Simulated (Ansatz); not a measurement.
System: MnH, charge 0, multiplicity 7. The spin state was set by rule; other spins were not relaxed. 
Structure (B3LYP-D3(BJ)/def2-TZVP (Ansatz, a first-principles code) minimum search):
```
Mn
H 1 1.7521
```
Charge 0, spin multiplicity 7.

Total electronic energies in hartree. Cores are frozen in the correlated levels unless marked. Open shells are spin-unrestricted. Spin-orbit coupling is left out. Frozen are the shells of the preceding noble gas and the d and f shells that filled before the atom's block. No relativistic terms. FCI takes restricted orbitals. CBS marks a two-point X^-3 extrapolation of the correlation energy; Hartree-Fock from the larger set. The bracket is a focal-point correction in the basis named.

```tsv
level	program	energy (Eh)
SVWN5/def2-TZVPD	Ansatz	-1149.15930
PBE-D3(BJ)/def2-TZVPD	Ansatz + dftd3	-1151.29503
B3LYP-D3(BJ)/def2-TZVPD	Ansatz + dftd3	-1151.57215
r2SCAN0/def2-TZVPD	Ansatz	-1151.50880
RPA@PBE/def2-QZVPP	Ansatz	-1150.67525
MP2/def2-QZVPPD	Ansatz	-1150.55597
MP2/CBS(def2-TZVPP,def2-QZVPP)	Ansatz	-1150.5619
RI-MP2/def2-QZVPP	Ansatz	-1150.55585
CCSD/def2-QZVPP	Ansatz	-1150.57121
CCSD/CBS(def2-TZVPP,def2-QZVPP)	Ansatz	-1150.5770
CCSD(T)/6-31G*	Ansatz	-1150.34921
CCSD(T)/def2-SVPD	Ansatz	-1150.34877
FCI/def2-SVP	Ansatz	-1150.33551
RI-MP2/CBS(def2-TZVPP,def2-QZVPP)+[CCSD(T)-MP2]/def2-TZVPP	Ansatz	-1150.5804
CCSD(T)/CBS(def2-TZVPPD,def2-QZVPPD)	Ansatz	-1150.5806
```

Totals of different functionals don't rank their quality; only differences between species are comparable.
